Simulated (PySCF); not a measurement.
A calculated (LDA, PySCF 2.14, x2c-SVPall, the spin-free X2C one-electron Hamiltonian (Gaussian nucleus)) atom or ion has these occupied shells.

```
shell  electrons  orbital energy (eV)  rms radius, mean of both spins (bohr)
 1s α          1              -116.32                                  0.492
 1s β          1              -115.80                                  0.492
 2s α          1              -14.171                                   2.51
```

Name the element and its charge.

Be⁺ (beryllium, charge +1), in [He] 2s1, 2S determinant.
